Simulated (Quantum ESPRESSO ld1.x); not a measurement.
The run below uses ld1.x (Quantum ESPRESSO 7.5).

```
 &input
    zed=45.0,
    iswitch=1,
    rel=2,
    dft='PW91',
    config='[Kr] 4d1',
    rel_dist='energy',
    verbosity='high',
    lsmall=.true.,
    prefix='ld1',
    max_out_wfc=37,
    file_charge='ld1.rho',
 /
```

Command: `OMP_NUM_THREADS=1 ld1.x < ld1.in > ld1.out`

It prints (banner and zero overlaps left out):

```
     Program LD1 v.7.5 starts

     --------------------------- All-electron run ----------------------------

     dirac relativistic calculation

     atomic number is 45.00
     dft =PW91   lsd =0 sic =0 latt =0  beta=0.20 tr2=1.0E-14
     Exchange-correlation= PW91
                           (   1   4   2   2   0   0   0)
     mesh =2053 r(mesh) = 100.41760 a.u. xmin = -8.00 dx = 0.00800
     1 Ry =  13.60569312 eV, c = 137.03599908

     n l j   nl                  e(Ry)          e(Ha)          e(eV)
     Spin orbit split results
     1 0 0.5 1S 1( 2.00)   -1702.992219642    -851.496109821 -23170.3895313
     2 0 0.5 2S 1( 2.00)    -255.809724990    -127.904862495  -3480.4686161
     2 1 0.5 2P 1( 2.00)    -237.640328058    -118.820164029  -3233.2613772
     2 1 1.5 2P 1( 4.00)    -227.007341302    -113.503670651  -3088.5922224
     3 0 0.5 3S 1( 2.00)     -54.079316925     -27.039658463   -735.7865904
     3 1 0.5 3P 1( 2.00)     -46.974052838     -23.487026419   -639.1145477
     3 1 1.5 3P 1( 4.00)     -45.135439827     -22.567719914   -614.0989433
     4 0 0.5 4S 1( 2.00)     -15.565051188      -7.782525594   -211.7733099
     4 1 0.5 4P 1( 2.00)     -13.265726787      -6.632863394   -180.4894077
     4 1 1.5 4P 1( 4.00)     -12.921204734      -6.460602367   -175.8019464
     3 2 1.5 3D 1( 4.00)     -32.574114777     -16.287057388   -443.1934094
     3 2 2.5 3D 1( 6.00)     -32.210049197     -16.105024598   -438.2400448
     4 2 1.5 4D 1( 1.00)      -9.228874225      -4.614437112   -125.5652306
     4 2 2.5 4D 1( 0.00)      -9.174477578      -4.587238789   -124.8251265
     Averaged results
     1 0     1S 1( 2.00)   -1702.992219642    -851.496109821 -23170.3895313
     2 0     2S 1( 2.00)    -255.809724990    -127.904862495  -3480.4686161
     2 1     2P 1( 6.00)    -230.551670221    -115.275835110  -3136.8152740
     3 0     3S 1( 2.00)     -54.079316925     -27.039658463   -735.7865904
     3 1     3P 1( 6.00)     -45.748310831     -22.874155415   -622.4374781
     4 0     4S 1( 2.00)     -15.565051188      -7.782525594   -211.7733099
     4 1     4P 1( 6.00)     -13.036045418      -6.518022709   -177.3644335
     3 2     3D 1(10.00)     -32.355675429     -16.177837714   -440.2213907
     4 2     4D 1( 1.00)      -9.196236237      -4.598118118   -125.1211681

     final scf error:  7.8E-15 reached in  31 iterations

     Etot =   -9537.733425 Ry,   -4768.866712 Ha, -129767.474063 eV

     Ekin =    9946.173251 Ry,    4973.086625 Ha,  135324.580996 eV
     Encl =  -22707.831483 Ry,  -11353.915742 Ha, -308955.786652 eV
     Eh   =    3493.670400 Ry,    1746.835200 Ha,   47533.807332 eV
     Exc  =    -269.745591 Ry,    -134.872796 Ha,   -3670.075739 eV
```

Run on one thread of a shared host, so times are rough (Intel(R) Xeon(R) Processor @ 2.60GHz): 0.75 s of CPU time, 0.78 s wall, 31 iterations on 2053 mesh points.
